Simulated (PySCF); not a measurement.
Screening by computed properties: pick the candidate that meets the target.

Species are written as SMILES; each is one conformer at its optimised geometry, gas phase, non-relativistic unless stated; the electronic structure was computed with PySCF and density fitting.

The conformers computed, where there is a choice (atom-mapped SMILES and torsion angles):
- `[CH3:1][O:2][C:3](=[O:4])[Si@H:5]([F:6])[SiH2:7][CH3:8]`: C1–O2–C3–O4 1°, O2–C3–Si5–F6 -7°, C3–Si5–Si7–C8 -59°
- `[F:1][CH2:2][SiH2:3][C:4]#[C:5][C:6]1=[CH:7][CH2:8]1`: F1–C2–Si3–C4 178°
- `[Cl:1][C@@H:2]1[CH2:3][CH2:4][C@@H:5]1[C@H:6]1[CH2:7][O:8]1`: C4–C5–C6–C7 -35°
- `[CH3:1][CH:2]([CH3:3])[S:4](=[O:5])(=[O:6])[OH:7]`: C1–C2–S4–O5 -173°, H–O7–S4–C2 -124°
- `[CH2:1]=[CH:2][Si@@H:3]1[CH:4]=[CH:5][C:6]([F:7])=[CH:8]1`: C1–C2–Si3–C4 93°
- `[CH3:1][NH2+:2][CH2:3][O:4][CH3:5]`: C1–N2–C3–O4 180°, N2–C3–O4–C5 180°
- `[CH3:1][CH2:2][CH2:3][PH2+:4][CH2:5][C:6]#[N:7]`: C1–C2–C3–P4 -54°, C2–C3–P4–C5 -160°, C3–P4–C5–C6 59°
- `[CH3:1][CH2:2]/[CH:3]=[C:4](\[CH3:5])[C:6](=[O:7])[Cl:8]`: C1–C2–C3–C4 -131°, C3–C4–C6–O7 180°

(1) Wanted: lowest singlet excitation below 6 eV (TDDFT CAM-B3LYP/def2-SVPD) and dipole moment below 1 D (CAM-B3LYP/def2-SVPD), at GFN2-xTB geometries. Which candidate meets both?
A. `FC[SiH2]C#CC1=CC1`
B. `Cl[C@@H]1CC[C@@H]1[C@H]1CO1`
C. `CC(C)S(=O)(=O)O`
D. `F[C@]1(C#C[SiH3])C=CC1`
E. `[SiH2]([Si@H](C(=O)OC)F)C`

(2) Wanted: lowest triplet excitation (Tamm–Dancoff) below 4.4 eV (TDA CAM-B3LYP/def2-SVPD) and static isotropic polarisability above 100 au (CAM-B3LYP/def2-SVPD), at GFN2-xTB geometries. Which candidate meets both?
A. `FC[SiH2]C#CC1=CC1`
B. `C[NH2+]COC`
C. `F[C@]1(C#C[SiH3])C=CC1`
D. `COC(=O)[Si@H](F)[SiH2]C`
E. `Cl[C@@H]1CC[C@@H]1[C@H]1CO1`
F. `C1(F)=C[Si@H](C=C)C=C1`
G. `CC(C)S(=O)(=O)O`

(3) Wanted: electronic spatial extent ⟨r²⟩ about the centre of nuclear charge above 1600 bohr² (CAM-B3LYP/def2-SVPD) and smallest rotational constant below 0.6 GHz (GFN2-xTB), at GFN2-xTB geometries. Which candidate meets both?
A. `[SiH2](C#CC1CC=1)CF`
B. `C(OC)([Si@@H]([SiH2]C)F)=O`
C. `CC(C)S(=O)(=O)O`
D. `CCC[PH2+]CC#N`
E. `O1C[C@@H]1[C@@H]1[C@@H](CC1)Cl`
F. `C[NH2+]COC`
G. `CC/C=C(\C)C(=O)Cl`

(4) Wanted: HOMO–LUMO gap above 10.8 eV (CAM-B3LYP/def2-SVPD) and HOMO energy below -15 eV (CAM-B3LYP/def2-SVPD), at GFN2-xTB geometries. Which candidate meets both?
A. `Cl[C@@H]1CC[C@@H]1[C@H]1CO1`
B. `CC(C)S(=O)(=O)O`
C. `C[NH2+]COC`
D. `[SiH2](C)[Si@H](C(=O)OC)F`
E. `CCC[PH2+]CC#N`
F. `[SiH2](C#CC1CC=1)CF`

Answers

(1) E. Computed values:
```
                    species  lowest singlet excitation  dipole moment
          FC[SiH2]C#CC1=CC1                    4.54 eV         2.47 D
  [SiH2]([Si@H](C(=O)OC)F)C                    5.11 eV         0.70 D
     F[C@]1(C#C[SiH3])C=CC1                    5.63 eV         2.15 D
Cl[C@@H]1CC[C@@H]1[C@H]1CO1                    7.32 eV         1.67 D
            CC(C)S(=O)(=O)O                    7.97 eV         3.84 D
```

(2) A. Computed values:
```csv
species,lowest triplet excitation (Tamm–Dancoff),static isotropic polarisability
C1(F)=C[Si@H](C=C)C=C1,2.73 eV,91.4 au
FC[SiH2]C#CC1=CC1,2.96 eV,104.6 au
F[C@]1(C#C[SiH3])C=CC1,4.28 eV,94.9 au
COC(=O)[Si@H](F)[SiH2]C,4.45 eV,97.7 au
Cl[C@@H]1CC[C@@H]1[C@H]1CO1,6.71 eV,80.7 au
C[NH2+]COC,7.20 eV,47.9 au
CC(C)S(=O)(=O)O,7.67 eV,66.3 au
```

(3) A. Computed values:
| species | electronic spatial extent ⟨r²⟩ about the centre of nuclear charge | smallest rotational constant |
| --- | --- | --- |
| C[NH2+]COC | 611 bohr² | 2.054 GHz |
| CC(C)S(=O)(=O)O | 821 bohr² | 1.749 GHz |
| O1C[C@@H]1[C@@H]1[C@@H](CC1)Cl | 1094 bohr² | 1.129 GHz |
| CCC[PH2+]CC#N | 1233 bohr² | 0.944 GHz |
| CC/C=C(\C)C(=O)Cl | 1490 bohr² | 0.759 GHz |
| C(OC)([Si@@H]([SiH2]C)F)=O | 1761 bohr² | 0.660 GHz |
| [SiH2](C#CC1CC=1)CF | 2152 bohr² | 0.489 GHz |

(4) E. Computed values:
```csv
species,HOMO–LUMO gap,HOMO energy
[SiH2](C#CC1CC=1)CF,7.69 eV,-8.30 eV
[SiH2](C)[Si@H](C(=O)OC)F,9.41 eV,-9.24 eV
C[NH2+]COC,10.32 eV,-14.04 eV
Cl[C@@H]1CC[C@@H]1[C@H]1CO1,10.55 eV,-9.35 eV
CC(C)S(=O)(=O)O,11.04 eV,-10.43 eV
CCC[PH2+]CC#N,11.49 eV,-15.49 eV
```
